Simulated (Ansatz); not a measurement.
BH5O2Sn, SMILES `O[BH][SnH2][OH]`, relaxed with RKS PBE-D4/def2-SVP in Ansatz from a rough embedded geometry. The force threshold is 0.03 eV/Å; the program also tests the step.

The species carries charge 0 and has multiplicity 1. Sn takes the def2 core potential.

Start:

```xyz
9

O    -1.011    0.922   -1.561
B    -1.201    0.336   -0.304
Sn    0.580   -0.334    0.809
O     1.493   -1.723   -0.136
H    -0.924    1.917   -1.444
H    -2.301    0.212    0.152
H     1.622    1.012    1.147
H     0.024   -1.009    2.403
H     1.717   -1.334   -1.065
```

```
         step  energy (eV)  largest force (eV/Å)  largest move (Å)
            1  -10673.1677                 3.842             0.000
            2  -10673.5724                 1.095             0.197
            3  -10673.6869                 1.853             0.182
            4  -10673.8088                 3.099             0.195
            5  -10674.1678                 1.130             0.200
            6  -10674.2869                 0.501             0.200
            7  -10674.3324                 0.182             0.160
            8  -10674.3447                 0.222             0.109
            9  -10674.3518                 0.063             0.061
           10  -10674.3557                 0.045             0.090
11 (rejected)  -10674.3466                 0.804             0.195
           12  -10674.3596                 0.218             0.095
           13  -10674.3612                 0.287             0.083
           14  -10674.3629                 0.234             0.047
           15  -10674.3685                 0.024             0.084
           16  -10674.3700                 0.135             0.099
           17  -10674.3706                 0.151             0.027
           18  -10674.3713                 0.122             0.026
           19  -10674.3721                 0.005             0.030
           20  -10674.3723                 0.069             0.038
21 (rejected)  -10674.3722                 0.084             0.018
           22  -10674.3725                 0.008             0.009
```

End:

```xyz
9

O    -0.892    0.532   -1.544
B    -1.026    0.698   -0.205
Sn    0.591   -0.335    1.024
O     1.772   -1.311   -0.308
H    -1.590    0.979   -2.062
H    -1.947    1.354    0.262
H     1.641    0.733    1.904
H     0.025   -1.554    2.123
H     1.426   -1.094   -1.195
```

Run time 19 s (4 threads of an Intel Xeon Platinum 8375C on a shared host); peak host memory 0.15 GiB.
